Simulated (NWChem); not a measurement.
Molecule: CH4CdS; SMILES [CH3][Cd][SH]

```xyz
7

Cd     0.0096    -0.2720    -0.0001
C      0.0040    -2.3792     0.0005
H     -0.6563    -2.7586    -0.7930
H     -0.3508    -2.7603     0.9691
H      1.0201    -2.7615    -0.1771
S      0.0500     2.0884     0.0001
H     -1.2978     2.1981     0.0000
```
Atoms are numbered in this order, from 1.

Results from NWChem. Geometry: optimised at PBE0/def2-SVP. Not confirmed as a minimum by frequencies. def2 effective core potentials on Cd; no spin-orbit coupling. Ions are spin-unrestricted doublets at the neutral geometry; other ion states weren't tried.

For level B3LYP/def2-SVP:

```
Quantity       Value
-------------  -----
−ε(HOMO) (eV)   6.45
```

Task: How do the values read with level PBE/def2-SVP instead?

Result: 
| Item | Result |
|---|---|
| −ε(HOMO) (eV) | 5.54 |
